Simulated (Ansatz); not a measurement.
Gas-phase reaction R1 → 3 P1 + 2 P2, each structure at its B3LYP-D3(BJ)/def2-TZVP stationary point, reached from a drawn start (curvature not checked).
R1, C3S2 (SMILES S=C=C=C=S) (charge 0, multiplicity 1):
```xyz
5

S      0.000     0.000    -2.827
C      0.000     0.000    -1.273
C      0.000     0.000     0.000
C      0.000     0.000     1.273
S      0.000     0.000     2.827
```
P1: C atom, charge 0, multiplicity 3.
P2: S atom, charge 0, multiplicity 3.

P less R. No zero-point or thermal terms; singlets are restricted closed shells; open shells are unrestricted; no spin–orbit coupling.

Correlated levels freeze the cores.

Run with Ansatz (Gaussian basis) for Hartree–Fock, density functionals and correlated methods. No computed number here is a measurement.

Task: Predict the reaction energy from CCSD(T)/cc-pV(Q+d)Z.

Result: 23.87 eV

Task: What reaction energy does CCSD(T)/cc-pV(T+d)Z give?

Result: 23.33 eV

Task: Give the reaction energy at the level HF/cc-pV(D+d)Z.

Result: 14.76 eV

Ansatz is a first-principles code.
